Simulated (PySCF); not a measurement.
PySCF job for Cl2GeH4OSi, SMILES Cl[SiH](Cl)[O][GeH3], PBE-D3(BJ)/def2-SVP. Coordinates come from a PBE-D3(BJ)/def2-SVP optimisation. This is a generated structure with no PubChem entry under its InChIKey; it may be hypothetical. Other conformers were not sampled.

```python
import numpy as np
from pyscf import gto, scf, dft, df
from pyscf.hessian import thermo

mol = gto.M(
    atom='''
    Si    1.05775241    0.11574209   -0.75525481
    Cl    0.82555139    2.13572296   -0.32636938
    Cl    2.18073828   -0.71987742    0.77588098
    O    -0.41436502   -0.61273099   -0.85606739
    Ge   -1.80985839   -0.59221907    0.31415589
    H     1.77975707   -0.04362821   -2.04502443
    H    -2.83436448    0.42823490   -0.23386670
    H    -2.35797478   -2.03649812    0.29803433
    H    -1.27248724   -0.18501354    1.70827754
    ''',
    basis='def2-SVP',
    charge=0,
    spin=0,
    max_memory=1600,
    verbose=3,
)
mf = dft.RKS(mol, xc='pbe').density_fit(auxbasis='def2-universal-jkfit')
mf.disp = 'd3bj'
mf.grids.level = 3
mf.conv_tol = 1e-11
mf.max_cycle = 100
mf.kernel()

# [left out here: the lines that compute and print the analytic Hessian (its translational invariance restored by hand, since the grid's response is missing), thermochemistry and intensities]
```

Output:

```
converged SCF energy = -3363.05979168932

WARN: DFTD3 does not support analytical Hessian, using finite difference


WARN: Mole.unit (angstrom) is changed to Bohr

Mode                                 0                   1                   2
Irrep
Freq [cm^-1]                       19.1111             45.9371             68.8876
Reduced mass [au]                   3.2704              1.3528             13.9723
Force const [Dyne/A]                0.0007              0.0017              0.0391
Char temp [K]                      27.4967             66.0932             99.1140
Normal mode                   x     y     z       x     y     z       x     y     z
       0  Si                 0.01 -0.03  0.01    0.00 -0.01  0.01   -0.01 -0.01 -0.02
       1  Cl                -0.06 -0.04  0.02   -0.03 -0.02  0.03   -0.08 -0.02  0.02
       2  Cl                 0.08  0.01 -0.02    0.04 -0.01 -0.02   -0.07 -0.02  0.02
       3   O                 0.03 -0.08  0.04    0.01 -0.04  0.02    0.00 -0.03 -0.07
       4  Ge                -0.02  0.04 -0.02   -0.01  0.02 -0.01    0.07  0.03  0.01
       5   H                -0.01  0.00 -0.00   -0.01  0.01 -0.00    0.05  0.03  0.01
       6   H                 0.17  0.27  0.07   -0.18 -0.31 -0.33    0.06  0.05  0.04
       7   H                -0.25  0.13 -0.21    0.24 -0.08  0.38    0.03  0.04  0.07
       8   H                 0.00 -0.22  0.05   -0.12  0.51 -0.11    0.16  0.05 -0.03
Mode                                 3                   4                   5
Irrep
Freq [cm^-1]                      174.7607            244.0313            315.2567
Reduced mass [au]                  20.5886              9.4633              9.8728
Force const [Dyne/A]                0.3705              0.3320              0.5781
Char temp [K]                     251.4417            351.1067            453.5842
Normal mode                   x     y     z       x     y     z       x     y     z
       0  Si                -0.03 -0.04 -0.05   -0.02  0.03 -0.02   -0.09 -0.01  0.08
       1  Cl                 0.06 -0.06  0.06    0.04  0.05  0.01    0.02  0.05 -0.01
       2  Cl                -0.01  0.10  0.00   -0.06 -0.00 -0.03    0.05 -0.01  0.01
       3   O                -0.04 -0.03 -0.05    0.07 -0.16  0.08   -0.06 -0.07 -0.10
       4  Ge                -0.00  0.00  0.00    0.01 -0.00 -0.00    0.01  0.00 -0.01
       5   H                -0.05 -0.05 -0.06   -0.06  0.09 -0.04   -0.06  0.01  0.10
       6   H                -0.00  0.01  0.02    0.11  0.04 -0.12    0.01  0.03  0.05
       7   H                -0.02  0.01  0.04   -0.09  0.04  0.04   -0.05  0.02  0.10
       8   H                 0.06  0.01 -0.03   -0.05  0.04  0.01    0.16  0.03 -0.07
Mode                                 6                   7                   8
Irrep
Freq [cm^-1]                      458.8715            550.0452            566.7699
Reduced mass [au]                  13.4208              4.8031              9.8522
Force const [Dyne/A]                1.6650              0.8562              1.8647
Char temp [K]                     660.2140            791.3926            815.4557
Normal mode                   x     y     z       x     y     z       x     y     z
       0  Si                 0.05 -0.02 -0.09    0.06  0.07  0.06    0.06 -0.11  0.05
       1  Cl                -0.01  0.07  0.02    0.01 -0.06 -0.02   -0.01  0.06  0.01
       2  Cl                 0.03 -0.02  0.05   -0.02  0.02 -0.04   -0.04  0.03 -0.06
       3   O                 0.02 -0.06 -0.10    0.06 -0.03 -0.09    0.00  0.00 -0.01
       4  Ge                -0.04 -0.00  0.02   -0.03 -0.00  0.02   -0.00  0.00  0.00
       5   H                 0.12  0.04 -0.06    0.23  0.21  0.14    0.12 -0.20  0.10
       6   H                -0.01  0.02  0.03   -0.02  0.04  0.08   -0.04 -0.02  0.05
       7   H                -0.06  0.01  0.07   -0.08  0.02  0.12    0.04 -0.02 -0.00
       8   H                 0.10  0.02 -0.04    0.16  0.03 -0.06    0.03 -0.02 -0.00
Mode                                 9                  10                  11
Irrep
Freq [cm^-1]                      619.2402            624.9424            779.0126
Reduced mass [au]                   1.1649              1.1663              1.1294
Force const [Dyne/A]                0.2632              0.2684              0.4038
Char temp [K]                     890.9488            899.1529           1120.8256
Normal mode                   x     y     z       x     y     z       x     y     z
       0  Si                -0.00 -0.01  0.01    0.01 -0.00 -0.00    0.01 -0.06  0.01
       1  Cl                 0.00  0.00 -0.00   -0.00  0.00  0.00    0.00  0.00 -0.01
       2  Cl                -0.00  0.00 -0.01   -0.00  0.00  0.00   -0.00  0.01  0.01
       3   O                -0.01  0.02 -0.07   -0.02  0.06  0.04   -0.00  0.02  0.01
       4  Ge                 0.01 -0.01  0.02    0.00 -0.02 -0.01   -0.00  0.00 -0.00
       5   H                 0.06  0.02  0.04   -0.06 -0.07 -0.04   -0.24  0.87 -0.24
       6   H                 0.38  0.07 -0.55    0.28  0.21 -0.11    0.03  0.00 -0.05
       7   H                -0.19  0.07 -0.12   -0.52  0.17  0.48    0.04 -0.02  0.00
       8   H                -0.54  0.07  0.20    0.31  0.20 -0.19    0.05 -0.03 -0.01
Mode                                12                  13                  14
Irrep
Freq [cm^-1]                      794.5095            830.9041            836.3333
Reduced mass [au]                   1.2082              1.1289              1.0282
Force const [Dyne/A]                0.4494              0.4592              0.4237
Char temp [K]                    1143.1223           1195.4860           1203.2974
Normal mode                   x     y     z       x     y     z       x     y     z
       0  Si                -0.06 -0.02 -0.03   -0.00 -0.00 -0.02   -0.00  0.00  0.00
       1  Cl                 0.00  0.00  0.00    0.00  0.00  0.00   -0.00 -0.00  0.00
       2  Cl                 0.01  0.00 -0.00    0.00  0.00  0.00   -0.00 -0.00 -0.00
       3   O                 0.01  0.03  0.05   -0.06 -0.01  0.03    0.01  0.00 -0.00
       4  Ge                -0.00 -0.00  0.00    0.02  0.00 -0.01   -0.01  0.01 -0.00
       5   H                 0.62  0.19  0.33    0.44  0.23  0.20   -0.06 -0.08 -0.02
       6   H                 0.19  0.06 -0.22   -0.31 -0.19  0.22    0.05 -0.19 -0.41
       7   H                 0.18 -0.06 -0.19   -0.34  0.12  0.31    0.15 -0.07  0.39
       8   H                 0.32  0.05 -0.15   -0.35 -0.18  0.19    0.21 -0.72  0.13
Mode                                15                  16                  17
Irrep
Freq [cm^-1]                      841.7777            998.0411           2096.5733
Reduced mass [au]                   1.0238              6.3734              1.0128
Force const [Dyne/A]                0.4274              3.7404              2.6230
Char temp [K]                    1211.1307           1435.9590           3016.5022
Normal mode                   x     y     z       x     y     z       x     y     z
       0  Si                 0.00  0.00  0.00    0.08  0.04  0.00    0.00  0.00  0.00
       1  Cl                -0.00 -0.00 -0.00   -0.00 -0.00 -0.00   -0.00 -0.00 -0.00
       2  Cl                -0.00  0.00 -0.00   -0.00  0.00 -0.00   -0.00  0.00 -0.00
       3   O                 0.01  0.00 -0.00   -0.19 -0.07  0.03   -0.00 -0.00  0.00
       4  Ge                 0.01  0.00  0.01    0.01  0.00 -0.00   -0.00  0.00  0.01
       5   H                -0.07 -0.02 -0.04    0.05  0.02 -0.01   -0.00 -0.00 -0.01
       6   H                -0.34 -0.49 -0.31    0.11  0.03 -0.16    0.30 -0.30  0.17
       7   H                -0.46  0.17 -0.43    0.15 -0.06 -0.14    0.11  0.31  0.01
       8   H                 0.28  0.01 -0.13    0.13  0.00 -0.04   -0.29 -0.21 -0.73
Mode                                18                  19                  20
Irrep
Freq [cm^-1]                     2114.8404           2123.2223           2251.2969
Reduced mass [au]                   1.0244              1.0245              1.0430
Force const [Dyne/A]                2.6995              2.7213              3.1146
Char temp [K]                    3042.7844           3054.8442           3239.1150
Normal mode                   x     y     z       x     y     z       x     y     z
       0  Si                 0.00  0.00 -0.00    0.00 -0.00  0.00    0.02 -0.00 -0.03
       1  Cl                 0.00 -0.00  0.00   -0.00  0.00  0.00   -0.00  0.00  0.00
       2  Cl                -0.00 -0.00  0.00   -0.00  0.00 -0.00    0.00 -0.00  0.00
       3   O                -0.00 -0.00  0.00   -0.00 -0.00  0.00    0.00 -0.00 -0.00
       4  Ge                -0.01  0.00 -0.01   -0.00 -0.01 -0.00   -0.00 -0.00  0.00
       5   H                 0.00 -0.00 -0.00    0.00  0.00 -0.00   -0.48  0.10  0.85
       6   H                 0.54 -0.56  0.29   -0.19  0.16 -0.11    0.00 -0.00  0.00
       7   H                 0.03  0.13 -0.02    0.32  0.87  0.01    0.00  0.01 -0.00
       8   H                 0.17  0.15  0.46    0.08  0.03  0.20    0.00  0.00 -0.00
temperature 298.1500 [K]
pressure 101325.00 [Pa]
Rotational constants [GHz] 2.01533 0.89356 0.70478
Symmetry number 1
Zero-point energy (ZPE) 0.03954 [Eh]   103802.154 [J/mol]
                           tot       elec      trans        rot        vib
Entropy [J/mol/K]       404.523      0.000    174.293    125.171    105.059
Cv [J/mol/K]            109.922      0.000     12.472     12.472     84.978
Cp [J/mol/K]            118.236      0.000     20.786     12.472     84.978
Internal energy [J/mol]                      3718.434   3718.434 117897.631
Internal energy [Eh]   -3363.01205  -3363.05979
Enthalpy [J/mol]                             6197.391   3718.434 117897.631
Enthalpy [Eh]          -3363.01111
Gibbs free energy [J/mol]                  -45767.965 -33601.374  86574.401
Gibbs free energy [Eh] -3363.05705
mode   freq/cm-1   IR/(km/mol)
   1       19.11         0.531
   2       45.94         0.285
   3       68.89         2.652
   4      174.76         1.217
   5      244.03         6.820
   6      315.26        13.532
   7      458.87        22.553
   8      550.05        43.364
   9      566.77       109.130
  10      619.24        37.336
  11      624.94        34.368
  12      779.01       136.647
  13      794.51       267.402
  14      830.90       147.016
  15      836.33        56.654
  16      841.78        51.041
  17      998.04       267.659
  18     2096.57        38.229
  19     2114.84        98.293
  20     2123.22        99.095
  21     2251.30        84.084
max |gradient| / (hartree/bohr): 5.324913899778028e-05
APT charges: [ 1.8405 -0.5236 -0.5225 -1.1685  1.3136 -0.2565 -0.2318 -0.2248 -0.2263]
```

The run converged.
